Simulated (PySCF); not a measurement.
## Spinor energies of Zr(37+) (zirconium, charge +37)

Start: [He] 2s1; 2s1/2 filled at m_j = +1/2. Calculated with PySCF 2.14 in an uncontracted even-tempered set (17 s from 17 bohr⁻², ratio 2.4; 12 p from 21 bohr⁻², ratio 2.4; 5 d from 66 bohr⁻², ratio 2.6; 4 f from 99 bohr⁻², ratio 2.6): generalised Hartree-Fock with the X2C-1e Hamiltonian and a Gaussian nucleus; one run each with spin-orbit coupling (SO) switched off, then screened by Boettger's factors.

```tsv
spinor shell	electrons	ε, spin-free (eV)	ε, screened SO (eV)	weight of nominal j (screened SO)	rms radius, screened SO (bohr)
1s1/2	2	-21325.6	-21325.6	1.000	0.0422
2s1/2	1	-5149.9	-5149.9	1.000	0.163
```

| quantity | spin-free | screened SO |
| --- | --- | --- |
| E (hartree) | -1798.70168 | -1798.70168 |
| M_J | 1/2 | 1/2 |
| ⟨J²⟩ | 0.750 | 0.750 |
| ⟨L²⟩ | 0.000 | 0.000 |
| ⟨S²⟩ | 0.750 | 0.750 |

Each row is a mean over spinors that exchange with the open shell spreads, by up to 25.875 eV (1s1/2).

Breit and QED terms are absent; they matter most for the inner s and p1/2 levels.

Densities and radii are taken from the X2C orbitals without a picture-change correction, which distorts them close to the nucleus.

Without spin-orbit coupling the j labels of p, d and f shells carry no meaning; the spin-free column gives the mean over the occupied spinors of each nl shell.
